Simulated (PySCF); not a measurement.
Below is a simulated gas-phase Cl 2p photoelectron spectrum of GeCl2Me2 (`[CH3][Ge]([CH3])([Cl])[Cl]`).

Every computed line was given a Gaussian of 0.8 eV full width at half maximum and an area set by the number of equivalent atoms (split 2:1 within a doublet); the highest printed point is 100. The calculation used delta-SCF UKS SCAN, pcX-2 on the ionised atom, pcseg-1 elsewhere, spin-free X2C in PySCF.

binding energy (eV), intensity and a bar:
```
    204.3          0 
    204.4          1 
    204.5          2 #
    204.6          5 #
    204.7          9 ###
    204.8         17 #####
    204.9         28 ########
    205.0         43 #############
    205.1         60 ##################
    205.2         78 #######################
    205.3         92 ############################
    205.4        100 ##############################
    205.5        100 ##############################
    205.6         91 ###########################
    205.7         76 #######################
    205.8         58 #################
    205.9         41 ############
    206.0         27 ########
    206.1         16 #####
    206.2         10 ###
    206.3          7 ##
    206.4          8 ##
    206.5         12 ###
    206.6         18 #####
    206.7         25 ########
    206.8         34 ##########
    206.9         43 #############
    207.0         48 ##############
    207.1         50 ###############
    207.2         48 ##############
    207.3         42 #############
    207.4         34 ##########
    207.5         25 #######
    207.6         17 #####
    207.7         11 ###
    207.8          6 ##
    207.9          3 #
    208.0          1 
    208.1          1 
    208.2          0
```

Problem. How many maxima does the curve show, and how many computed lines lie under it?

Solution. The curve has 2 maxima (at 205.4 and 207.1 eV). Under it lie 2 lines from 1 inequivalent chlorine site, drawn as a 2p3/2, 2p1/2 pair.

Problem. Decompose the envelope and assign each component. Bonds: Ge1–Cl2, Ge1–Cl3, Ge1–C4, Ge1–C8. Hydrogens: H5, H6, H7 on C4; H9, H10, H11 on C8.

Solution. 
```json
{"position (eV)": "205.44", "relative area": "1.33", "line": "Cl 2p3/2", "atoms": "Cl2/Cl3", "environment": "chlorine bonded to Ge"}
{"position (eV)": "207.10", "relative area": "0.67", "line": "Cl 2p1/2", "atoms": "Cl2/Cl3", "environment": "chlorine bonded to Ge"}
```

Problem. What are the centre and the root-mean-square width of the whole band?

Solution. The area-weighted mean of the lines is 206.00 eV. Their own spread about it is 0.78 eV (rms) and each Gaussian has σ = 0.8/2.355 = 0.34 eV; the variances add, which gives 0.85 eV.

The curve has no shake-up lines and no vibrational structure. The first atom of each set that the bonding makes equivalent was ionised and stands for the set. 2p3/2 and 2p1/2 are the ΔSCF energy of one spin-free 2p hole plus the eigenvalues of a spin–orbit and ligand-field matrix of the shell. 2p1/2 minus 2p3/2 (ligand field included): Cl 1.65 eV. Geometry: PBE0-D3(BJ)/def2-SVP; no solvent, vibrations or thermal averaging.

On an Intel Xeon at 2.50 GHz with one thread (shared host), this took 40 s wall and 0.47 GiB of memory at its peak.
